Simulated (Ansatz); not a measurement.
Consider the ligand exchange at the Si–N bond: `F[Si](F)(Cl)N[SiH2]Cl` + `[SH][GeH3]` → `Cl[SiH2][S][GeH3]` + `N[Si](F)(F)Cl`.

Gas-phase electronic energies from Ansatz, PBE0-D4/def2-TZVP geometries. CBS: MP2 limit from def2 TZ/QZ plus the TZ coupled-cluster correction, frozen cores. This one scheme is used for every species. DFT in def2-TZVPP. For Ge outer-core shells are correlated without core-valence functions, which leaves a few kJ/mol of doubt a bond. Scalar relativity is left out up to krypton. Each species was taken in one conformer, which may not be the lowest.

CCSD(T)/CBS gives -0.1 kcal/mol.

Another level gave +1.6 kcal/mol. Which?
A. revPBE/def2-TZVPP
B. CCSD/def2-TZVPP
C. ωB97X-V/def2-TZVPP
D. r2SCAN-D4/def2-TZVPP

B. CCSD/def2-TZVPP 1.6, ωB97X-V 0.6, revPBE -1.7, r2SCAN-D4 -0.4 kcal/mol.

Largest T1 diagnostic among the species: 0.011.

Leaving LDA and LC-ωPBE aside and taking each functional with its dispersion term where it has one, the values, not all of them listed here, spread over 3.6 kcal/mol, from PBE-D4 to CAM-B3LYP-D4. From BLYP to BHLYP (50 % exact exchange), in def2-TZVPP and without D4, ΔE moves by +0.8 kcal/mol. At CCSD(T), def2-SVP lies +3.5 kcal/mol from the extrapolated value and def2-TZVPP +1.2 kcal/mol.
